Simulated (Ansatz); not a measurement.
Steps of a relaxation of C₄H₁₄BN (`C[BH-](C)[NH+](C)C`) with RKS PBE0-D4/def2-TZVP.

```sh
$ ansatz run in.yaml --threads 4 --pin off --events-out ev --progress --plain --max-ram 11315MiB
```

```yaml
crystal:
  periodic: [false, false, false]
  atoms:
    - {symbol: C, position_ang: [-0.888080, -1.757450, -0.713000]}
    - {symbol: B, position_ang: [0.244720, -0.592420, -0.730270]}
    - {symbol: C, position_ang: [1.557160, -0.962610, 0.146210]}
    - {symbol: N, position_ang: [-0.490830, 0.760090, -0.060540]}
    - {symbol: C, position_ang: [-0.738410, 0.648080, 1.372150]}
    - {symbol: C, position_ang: [0.204890, 2.003110, -0.370950]}
    - {symbol: H, position_ang: [-0.547190, -2.617450, -1.284480]}
    - {symbol: H, position_ang: [-1.122820, -2.129300, 0.284470]}
    - {symbol: H, position_ang: [-1.828970, -1.440660, -1.169500]}
    - {symbol: H, position_ang: [0.507740, -0.241030, -1.843400]}
    - {symbol: H, position_ang: [2.129180, -1.733660, -0.365300]}
    - {symbol: H, position_ang: [1.322200, -1.360050, 1.132920]}
    - {symbol: H, position_ang: [2.238340, -0.122260, 0.285570]}
    - {symbol: H, position_ang: [-1.387320, 0.761710, -0.540800]}
    - {symbol: H, position_ang: [0.214600, 0.632930, 1.895670]}
    - {symbol: H, position_ang: [-1.261950, -0.281310, 1.577030]}
    - {symbol: H, position_ang: [-1.333950, 1.487540, 1.741150]}
    - {symbol: H, position_ang: [1.193260, 1.978540, 0.083370]}
    - {symbol: H, position_ang: [-0.339600, 2.872860, 0.006980]}
    - {symbol: H, position_ang: [0.327010, 2.093340, -1.447300]}
basis:
  gaussian: {orbitals: def2-TZVP}
hamiltonian: {xc: pbe0, dispersion: d4}
relax: {f_tol: 0.005, max_steps: 150}
```

Positions (Å) and forces (eV/Å) along the path, 7 of 11 steps:

```xyz
20
step=1 energy=-6537.9081 eV
C    -0.888   -1.757   -0.713    0.216    0.418   -0.031
B     0.245   -0.592   -0.730   -0.100   -0.531    0.786
C     1.557   -0.963    0.146   -0.306    0.270   -0.253
N    -0.491    0.760   -0.061    0.022   -0.207   -0.315
C    -0.738    0.648    1.372   -0.142   -0.033    0.269
C     0.205    2.003   -0.371    0.104    0.280   -0.138
H    -0.547   -2.617   -1.284    0.082   -0.157   -0.132
H    -1.123   -2.129    0.284   -0.045   -0.095    0.226
H    -1.829   -1.441   -1.169   -0.212   -0.006   -0.122
H     0.508   -0.241   -1.843    0.073    0.267   -0.463
H     2.129   -1.734   -0.365    0.096   -0.141   -0.125
H     1.322   -1.360    1.133   -0.054   -0.094    0.222
H     2.238   -0.122    0.286    0.213    0.129    0.044
H    -1.387    0.762   -0.541    0.002    0.074    0.038
H     0.215    0.633    1.896    0.053   -0.006   -0.002
H    -1.262   -0.281    1.577   -0.024   -0.075    0.007
H    -1.334    1.488    1.741    0.007    0.022   -0.042
H     1.193    1.979    0.083    0.040   -0.030    0.036
H    -0.340    2.873    0.007   -0.021   -0.022    0.052
H     0.327    2.093   -1.447   -0.005   -0.061   -0.056
20
step=4 energy=-6537.9378 eV
C    -0.882   -1.764   -0.696   -0.015   -0.028    0.000
B     0.228   -0.595   -0.708   -0.011    0.057   -0.021
C     1.565   -0.937    0.123    0.032    0.000    0.008
N    -0.499    0.761   -0.058    0.015   -0.035   -0.010
C    -0.781    0.649    1.379   -0.002   -0.003    0.004
C     0.234    1.995   -0.361    0.007    0.004    0.010
H    -0.507   -2.621   -1.265   -0.005    0.010    0.010
H    -1.123   -2.150    0.304    0.004    0.004   -0.015
H    -1.832   -1.484   -1.174    0.012   -0.003    0.010
H     0.470   -0.214   -1.848   -0.012   -0.014    0.026
H     2.102   -1.736   -0.400   -0.009    0.009    0.013
H     1.373   -1.315    1.136    0.007    0.006   -0.018
H     2.282   -0.110    0.213   -0.014   -0.017   -0.003
H    -1.388    0.797   -0.548    0.003    0.008   -0.001
H     0.165    0.609    1.916   -0.008   -0.001   -0.004
H    -1.331   -0.271    1.565    0.001    0.009   -0.005
H    -1.361    1.506    1.732    0.001   -0.003   -0.004
H     1.220    1.936    0.099   -0.007   -0.002   -0.001
H    -0.293    2.871    0.026    0.001   -0.005   -0.003
H     0.358    2.073   -1.439    0.001    0.002    0.003
20
step=5 energy=-6537.9389 eV
C    -0.879   -1.770   -0.679   -0.020   -0.021    0.013
B     0.223   -0.592   -0.709    0.010    0.007   -0.027
C     1.573   -0.925    0.104    0.032   -0.006    0.026
N    -0.499    0.763   -0.062    0.000    0.032    0.027
C    -0.805    0.647    1.370    0.009   -0.012   -0.034
C     0.250    1.993   -0.346   -0.009   -0.045    0.008
H    -0.505   -2.625   -1.250    0.003    0.007   -0.004
H    -1.103   -2.157    0.324    0.006    0.007   -0.001
H    -1.837   -1.499   -1.144    0.001    0.004    0.002
H     0.448   -0.219   -1.854   -0.005    0.000    0.003
H     2.092   -1.741   -0.410   -0.009    0.010    0.003
H     1.399   -1.282    1.128   -0.002    0.007   -0.014
H     2.299   -0.105    0.163   -0.014   -0.009   -0.006
H    -1.382    0.814   -0.564    0.010   -0.008    0.001
H     0.132    0.589    1.922   -0.009   -0.001   -0.002
H    -1.371   -0.267    1.542    0.002    0.009    0.003
H    -1.378    1.510    1.718   -0.001    0.003    0.006
H     1.228    1.921    0.128   -0.006    0.005    0.001
H    -0.275    2.870    0.040   -0.002    0.006   -0.003
H     0.390    2.076   -1.421    0.005    0.006    0.001
20
step=6 energy=-6537.9394 eV
C    -0.878   -1.771   -0.663   -0.002   -0.027   -0.004
B     0.221   -0.590   -0.714   -0.005   -0.012    0.014
C     1.580   -0.915    0.090    0.026   -0.010    0.008
N    -0.498    0.762   -0.066   -0.013    0.066    0.018
C    -0.824    0.640    1.361    0.012   -0.010   -0.028
C     0.263    1.989   -0.333   -0.010   -0.033    0.007
H    -0.512   -2.624   -1.243   -0.005   -0.002   -0.004
H    -1.081   -2.159    0.344    0.009    0.008   -0.008
H    -1.846   -1.502   -1.109    0.004    0.002    0.001
H     0.433   -0.223   -1.864    0.000   -0.002    0.005
H     2.088   -1.743   -0.416   -0.002    0.008    0.006
H     1.417   -1.252    1.123   -0.003    0.007   -0.021
H     2.311   -0.098    0.124   -0.015   -0.013   -0.006
H    -1.374    0.823   -0.580    0.016   -0.011    0.007
H     0.106    0.568    1.924   -0.012    0.000   -0.004
H    -1.403   -0.267    1.519    0.005    0.013    0.001
H    -1.390    1.508    1.707    0.001    0.002    0.005
H     1.231    1.911    0.158   -0.010    0.006    0.000
H    -0.266    2.868    0.044    0.001    0.008   -0.004
H     0.423    2.074   -1.407    0.003    0.001    0.006
20
step=7 energy=-6537.9399 eV
C    -0.874   -1.777   -0.651   -0.010    0.004    0.011
B     0.219   -0.590   -0.714    0.009   -0.028   -0.008
C     1.587   -0.910    0.075    0.010    0.010    0.015
N    -0.499    0.765   -0.068   -0.019    0.041    0.011
C    -0.842    0.640    1.354    0.009   -0.011   -0.009
C     0.273    1.988   -0.321    0.003   -0.022   -0.006
H    -0.517   -2.623   -1.247   -0.004    0.004    0.001
H    -1.053   -2.174    0.357    0.003    0.007   -0.016
H    -1.853   -1.508   -1.074    0.015   -0.006    0.006
H     0.417   -0.227   -1.867    0.005    0.004   -0.004
H     2.082   -1.750   -0.424   -0.006    0.012    0.009
H     1.437   -1.227    1.116    0.004    0.006   -0.026
H     2.324   -0.096    0.084   -0.021   -0.021   -0.002
H    -1.368    0.833   -0.592    0.023   -0.011    0.013
H     0.079    0.551    1.928   -0.017    0.000   -0.010
H    -1.437   -0.259    1.502    0.009    0.015   -0.002
H    -1.400    1.515    1.698    0.003   -0.001    0.006
H     1.230    1.909    0.193   -0.020    0.004   -0.005
H    -0.262    2.870    0.041    0.004   -0.001   -0.003
H     0.458    2.070   -1.391   -0.001   -0.005    0.020
20
step=8 energy=-6537.9402 eV
C    -0.874   -1.778   -0.647   -0.005    0.006    0.004
B     0.218   -0.591   -0.716    0.006   -0.014    0.005
C     1.589   -0.907    0.071    0.007    0.004    0.006
N    -0.499    0.765   -0.068   -0.016    0.017   -0.005
C    -0.847    0.639    1.352    0.006   -0.009    0.000
C     0.276    1.987   -0.318    0.006   -0.003   -0.006
H    -0.522   -2.622   -1.250   -0.003    0.002    0.002
H    -1.043   -2.179    0.361    0.002    0.004   -0.012
H    -1.857   -1.507   -1.059    0.011   -0.005    0.004
H     0.414   -0.228   -1.870   -0.002    0.004    0.000
H     2.081   -1.750   -0.425   -0.002    0.006    0.007
H     1.442   -1.217    1.114    0.004    0.002   -0.016
H     2.325   -0.094    0.071   -0.014   -0.015   -0.001
H    -1.365    0.834   -0.596    0.015   -0.004    0.011
H     0.072    0.541    1.928   -0.012    0.000   -0.008
H    -1.450   -0.255    1.496    0.006    0.010   -0.003
H    -1.398    1.518    1.699    0.003   -0.002    0.001
H     1.226    1.911    0.209   -0.016    0.003   -0.005
H    -0.263    2.871    0.033    0.005   -0.004   -0.003
H     0.474    2.063   -1.386   -0.002   -0.004    0.016
20
step=11 energy=-6537.9403 eV
C    -0.873   -1.779   -0.642    0.000    0.001    0.000
B     0.218   -0.592   -0.717    0.000    0.001    0.000
C     1.592   -0.904    0.064    0.000   -0.001    0.000
N    -0.499    0.766   -0.069    0.000   -0.001   -0.001
C    -0.853    0.638    1.350    0.000    0.000    0.001
C     0.278    1.986   -0.314    0.000    0.001    0.000
H    -0.525   -2.623   -1.246    0.000    0.000    0.000
H    -1.037   -2.179    0.367    0.000    0.000    0.000
H    -1.858   -1.509   -1.049    0.000    0.000    0.000
H     0.407   -0.228   -1.871    0.000    0.000    0.000
H     2.083   -1.749   -0.430    0.000    0.000    0.000
H     1.451   -1.211    1.109    0.000    0.000    0.000
H     2.327   -0.090    0.058    0.000    0.000    0.000
H    -1.363    0.836   -0.599   -0.001    0.001    0.000
H     0.064    0.525    1.928    0.000    0.000    0.000
H    -1.467   -0.249    1.488    0.000    0.000    0.000
H    -1.393    1.521    1.700    0.000    0.000    0.000
H     1.220    1.914    0.229    0.000    0.000    0.000
H    -0.266    2.872    0.023    0.000    0.000    0.000
H     0.493    2.055   -1.378    0.000    0.000    0.000
```

Hardware: 4 threads of an Intel Xeon Platinum 8488C on a shared host. Wall time 51 s, peak host memory 0.94 GiB.
